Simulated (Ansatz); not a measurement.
```yaml
crystal:
  periodic: [false, false, false]
  atoms:
    - {symbol: Cd, position_ang: [0.117427, -1.127618, -2.685439]}
    - {symbol: Cd, position_ang: [3.710928, 1.823615, 0.119594]}
    - {symbol: Cd, position_ang: [0.426726, 0.289225, 3.714355]}
    - {symbol: Cd, position_ang: [3.252856, 0.819944, 3.126627]}
    - {symbol: Cd, position_ang: [-1.718757, 0.286036, 1.871231]}
    - {symbol: Cd, position_ang: [-2.846198, -0.766687, -1.280679]}
    - {symbol: Se, position_ang: [0.274228, 1.560593, 0.269687]}
    - {symbol: Se, position_ang: [-2.128392, -1.955776, -3.406018]}
    - {symbol: Se, position_ang: [2.412291, -1.077477, -1.487778]}
    - {symbol: Se, position_ang: [-0.844866, 1.409192, -1.757040]}
    - {symbol: Se, position_ang: [-3.917437, -0.481632, 0.991509]}
    - {symbol: Se, position_ang: [1.261195, -0.779404, 0.523930]}
basis:
  gaussian: {orbitals: def2-TZVP, initial_orbitals: start.molden}
hamiltonian: {xc: pbe0, dispersion: d4}
scf: {omitted_lower_state_checks: [starts]}
output: {orbitals: {seedname: orbitals}}
```

The file start.molden holds the orbitals of an earlier run on this structure, at another level or in another basis.

```sh
$ ansatz run in.yaml --threads 4 --pin off --events-out ev --progress --plain --max-ram 6963MiB
```

(1) Does this run fit into the memory that it is given?

Answers

(1) No. It has 528 basis functions, and Ansatz plans for 11 GiB where 7 GiB are given.
